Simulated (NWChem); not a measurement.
System: CaCl2; SMILES [Cl][Ca][Cl]

Input file for NWChem:

```
start job
memory heap 200 mb stack 900 mb global 1100 mb
geometry units angstroms noautoz
  Ca     0.000000     0.000000     0.200089
  Cl     2.416625     0.000000    -0.170652
  Cl    -2.416625     0.000000    -0.170652
end
basis spherical
  * library def2-svp
end
dft
  xc b3lyp
  iterations 150
  vectors input atomic output neutral.movecs
end
task dft energy
charge 1
dft
  odft
  mult 2
  vectors input atomic output cation.movecs
end
task dft energy
```

Structure relaxed at the PBE0/def2-SVP level. B3LYP is NWChem's, with the RPA form of VWN correlation.

Ions are spin-unrestricted doublets at the neutral geometry; other ion states weren't tried.

Question: What results follow from this input? (B3LYP/def2-SVP, vertical spin-unrestricted ions.) Quantities: vertical ionisation energy, ΔSCF (eV); −ε(HOMO) (eV).

Answer: 
| Item | Result |
|---|---|
| vertical ionisation energy, ΔSCF (eV) | 10.15 |
| −ε(HOMO) (eV) | 7.77 |
